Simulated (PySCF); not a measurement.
A structure optimised at PBE0-D3(BJ)/def2-TZVP, used in a PySCF frequency run:

```
B
Cl 1 1.7198
Cl 1 1.7198 2 125.39
```
Charge 0, spin multiplicity 2.

Task: Write its SMILES, formula and point group.

Result: Cl[B]Cl, BCl2, C2v

Task: What are its rotational constants (standard atomic weights)?

Result: 86.565, 3.0525, 2.9485 GHz
